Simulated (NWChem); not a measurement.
## Ionisation of CH$_{4}$N

```
C
H 1 1.1021
H 1 1.1118 2 108.04
H 1 1.1118 2 108.04 3 -113.24
N 1 1.4347 2 111.30 3 123.38
H 5 1.0334 1 106.27 2 180.00
```
Charge 0, spin multiplicity 2.

The numbers come from NWChem runs, not from measurements. Structure: optimised with UB3LYP/def2-SVP, a minimum by its harmonic frequencies.

Basis set: def2-TZVP. −ε marks an orbital energy of the parent.

B3LYP has NWChem's definition, with VWN1-RPA local correlation. The structure started from a generated list of species. The unpaired electrons of the parent sit in orbitals of symmetry a" (Cs labels of the run); other states weren't searched. The stability of the SCF solutions was not checked. Open-shell Hartree-Fock references start from PBE0 orbitals.

Question: Order these methods by the first vertical ionisation energy they give, lowest first: −ε(alpha HOMO) of B3LYP, −ε(alpha HOMO) of PBE, −ε(alpha HOMO) of BP86, −ε(alpha HOMO) of HF.

Answer: −ε(alpha HOMO) of PBE (6.10 eV), −ε(alpha HOMO) of BP86 (6.20 eV), −ε(alpha HOMO) of B3LYP (7.48 eV), −ε(alpha HOMO) of HF (12.18 eV)
